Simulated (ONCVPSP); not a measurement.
## Reading a pseudo-wave (Mg (Z = 12))

Columns: radius, all-electron u(r) and pseudo u(r) of the 2p shell (level -55.60 eV) of magnesium in the configuration [He] 2s2 2p6 3s1; PBEsol, scalar-relativistic, ONCV scheme, ONCVPSP 4.0.1.

```csv
r (bohr),all-electron,pseudo
0.055,0.1175,0.0676
0.110,0.3447,0.2485
0.165,0.5801,0.4924
0.220,0.7821,0.7387
0.275,0.9376,0.9399
0.330,1.0466,1.0748
0.385,1.1138,1.1458
0.440,1.1462,1.1693
0.495,1.1511,1.1629
0.550,1.1352,1.1393
0.605,1.1040,1.1047
0.660,1.0621,1.0620
0.715,1.0129,1.0128
0.770,0.9593,0.9592
0.825,0.9033,0.9032
0.880,0.8465,0.8464
0.935,0.7901,0.7900
0.990,0.7349,0.7349
1.045,0.6816,0.6815
1.100,0.6305,0.6304
1.155,0.5819,0.5819
1.210,0.5361,0.5360
1.265,0.4930,0.4929
1.320,0.4527,0.4526
1.375,0.4151,0.4150
1.430,0.3801,0.3801
```

(1) How many radial nodes do the two functions have?

(2) At about which radius was the pseudo-wave matched?

(3) Is the pseudo-wave norm-conserving?

## Answers

(1) The all-electron 2p function has n − l − 1 = 0; the pseudo-wave has 0.

(2) 0.70 bohr, where the columns begin to agree (steps of 0.06 bohr).

(3) Yes: the ONCV scheme keeps the norm inside the radius equal to the all-electron one, which fixes the energy derivative of the logarithmic derivative at the level.
